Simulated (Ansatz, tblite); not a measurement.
Forces on the cluster Ag4O3⁻ at its PBE-D4/def2-SVPD geometry. The state is a doublet with charge -1.

In the def2 sets Ag takes a core potential; there is no spin–orbit coupling. The xTB rows come from tblite. The structure holds one bond between oxygen atoms, so isomers without such links may lie far lower. The structure comes from a short search, and lower isomers may exist.

GFN1-xTB (tblite), largest force 2.59 eV/Å:

```xyz
7
positions Å, forces eV/Å
Ag   -1.248   -0.282   -0.499   -0.072    0.492    0.565
Ag    0.969    0.778    1.044   -0.530   -0.174   -0.276
Ag    1.298   -1.095   -1.103   -0.032   -0.048   -0.060
Ag   -0.807   -2.035   -2.497    0.118    0.051    0.076
O    -1.922    1.149    1.082   -1.352   -1.114   -1.485
O    -0.844    1.602    1.757    2.404    0.446    0.849
O     2.553   -0.117    0.216   -0.537    0.347    0.330
```

GFN2-xTB (tblite), largest force 1.36 eV/Å:

```
Ag -0.214 0.536 0.597
Ag -0.329 -0.133 -0.199
Ag 0.616 0.557 0.738
Ag -0.093 0.074 0.074
O -0.385 -0.821 -1.011
O 1.210 -0.003 0.160
O -0.804 -0.210 -0.359
```

PBE-D4/def2-TZVPD (Ansatz), largest force 0.19 eV/Å:

```
Ag 0.004 0.015 0.016
Ag 0.050 -0.061 -0.065
Ag 0.050 0.063 0.082
Ag -0.004 -0.001 -0.001
O -0.124 -0.066 -0.094
O 0.179 0.031 0.062
O -0.156 0.019 0.000
```
